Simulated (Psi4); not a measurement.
A dimer, H3B ··· HF (SMILES B and F); the first 4 atoms form monomer A.

```
6

B      0.0001    -0.0005    -0.0004
H     -1.1508    -0.0789    -0.2898
H      0.4154    -0.5832     0.9496
H      0.7352     0.6626    -0.6595
F     -0.5320     2.1347     1.5508
H     -0.3462     1.4001     1.0212
```

Question: What interaction energy does SAPT0/jun-cc-pVDZ, frozen core run with Psi4 give, and which attractive term is the largest?

Answer: Total 50.09 kJ/mol: electrostatics 49.44, exchange 25.35, induction -16.50, dispersion -8.20. The most attractive term is induction.
